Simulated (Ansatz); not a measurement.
Ansatz (a first-principles code) input (CCSD(T)/def2-SVP):

Ansatz 0.2 input:
```yaml
crystal:
  periodic: [false, false, false]
  atoms:
    - {symbol: B, position_ang: [-0.92049891, 0.12882452, -0.02652251]}
    - {symbol: N, position_ang: [0.72102801, -0.10090842, 0.02077512]}
    - {symbol: H, position_ang: [-1.31712121, -0.63207209, -0.87706333]}
    - {symbol: H, position_ang: [-1.06386077, 1.29338918, -0.31449670]}
    - {symbol: H, position_ang: [-1.30555189, -0.14538387, 1.08533924]}
    - {symbol: H, position_ang: [0.94651716, -1.06267980, 0.25797112]}
    - {symbol: H, position_ang: [1.15235918, 0.50227379, 0.71520736]}
    - {symbol: H, position_ang: [1.14295601, 0.10670910, -0.87977095]}
basis:
  gaussian:
    orbitals: def2-SVP
magnetization: {spin_polarized: false}
correlation: {method: ccsd_t, electrons: outside_noble_gas}
```

End of the output:

```
integrals: 0.03 GiB planned
599 factors; integrals over basis functions are off by at most 1.2e-3 eV
mean field: 0.10 GiB planned
mean field evaluation 1: about -2244.9588 eV, gradient 2.3e1 eV
mean field evaluation 2: about -2244.9595 eV, gradient 2.3e1 eV
mean field evaluation 4: about -2246.5471 eV, gradient 2.4e0 eV
mean field evaluation 8: about -2246.5652 eV, gradient 2.1e-2 eV
mean field evaluation 16: about -2246.5638 eV, gradient 5.5e-1 eV
mean field -2246.56524274 eV, -82.5597498943 hartree, gradient 1.7e-6 eV, S^2 0.000000; 0 other end points of the search recorded, 0 dependent functions left out
2 core orbitals not correlated
reference -2246.56524274 eV, -82.5597498943 hartree; 7, 7 occupied and 49, 49 virtual orbitals, 599 factors
second order -8.10630106 eV of doubles, -0.00000000 eV of singles
coupled cluster: 0.12 GiB planned
cycle   1  -8.79419698 eV  change   -6.9e-1 eV  update   5.7e-2
cycle   2  -9.05554375 eV  change   -2.6e-1 eV  update   1.7e-2
cycle   3  -9.07586201 eV  change   -2.0e-2 eV  update   4.3e-3
cycle   4  -9.07621312 eV  change   -3.5e-4 eV  update   1.2e-3
cycle   5  -9.07632606 eV  change   -1.1e-4 eV  update   2.7e-4
cycle   6  -9.07630493 eV  change    2.1e-5 eV  update   7.4e-5
cycle   7  -9.07630153 eV  change    3.4e-6 eV  update   1.8e-5
cycle   8  -9.07630362 eV  change   -2.1e-6 eV  update   5.1e-6
perturbative correction -0.19857883 eV, -0.0072976375 hartree
Total energy: -2255.84012520 eV, -82.9005955377 hartree
```
